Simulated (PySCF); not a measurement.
A run for PySCF: D3(BJ) and D4 dispersion corrections on GeH4SSi (SMILES [SiH3][Ge][SH]), a point of a torsion scan.

```python
from pyscf import gto
from pyscf.dispersion import dftd3, dftd4

mol = gto.M(
    atom='''
    Si    1.06099274   -0.06890876    0.15271925
    Ge   -0.13892758    2.04181601   -0.13059421
    S    -1.37788801    2.00122456    1.73823813
    H     0.78009298   -0.97928892   -0.96705211
    H     2.51410035    0.15303338    0.13483740
    H     0.78760174   -0.84323031    1.37671133
    H    -1.01441125    0.86170195    2.31395631
    ''',
    basis='def2-svp',
    charge=0, spin=0, verbose=0, max_memory=1800)
d3, d4 = {}, {}
for xc in ['hf', 'pbe', 'blyp', 'revpbe', 'tpss', 'r2scan', 'b3lyp', 'pbe0', 'bhlyp', 'camb3lyp', 'b2plyp']:
    d3[xc] = float(dftd3.DFTD3Dispersion(mol, xc=xc, version='d3bj', atm=False).get_dispersion()['energy'])
    print(f'D3(BJ) {xc:10s} {d3[xc]:14.8f} Eh')
for xc in ['hf', 'pbe', 'blyp', 'revpbe', 'tpss', 'r2scan', 'b3lyp', 'pbe0', 'bhlyp', 'camb3lyp', 'b2plyp']:
    d4[xc] = float(dftd4.DFTD4Dispersion(mol, xc={'camb3lyp': 'cam-b3lyp'}.get(xc, xc), atm=True).get_dispersion()['energy'])
    print(f'D4     {xc:10s} {d4[xc]:14.8f} Eh')
```

It printed:

```
D3(BJ) hf            -0.05370311 Eh
D3(BJ) pbe           -0.00668872 Eh
D3(BJ) blyp          -0.01568992 Eh
D3(BJ) revpbe        -0.01552535 Eh
D3(BJ) tpss          -0.00891872 Eh
D3(BJ) r2scan        -0.00186161 Eh
D3(BJ) b3lyp         -0.01318256 Eh
D3(BJ) pbe0          -0.00627859 Eh
D3(BJ) bhlyp         -0.01179291 Eh
D3(BJ) camb3lyp      -0.00652939 Eh
D3(BJ) b2plyp        -0.00699676 Eh
D4     hf            -0.02115531 Eh
D4     pbe           -0.00672508 Eh
D4     blyp          -0.01434539 Eh
D4     revpbe        -0.01671454 Eh
D4     tpss          -0.00900083 Eh
D4     r2scan        -0.00148159 Eh
D4     b3lyp         -0.01108494 Eh
D4     pbe0          -0.00574371 Eh
D4     bhlyp         -0.01013574 Eh
D4     camb3lyp      -0.00600162 Eh
D4     b2plyp        -0.00464712 Eh
```

The run finished.

Cost: around 0.020 core-seconds (rough).
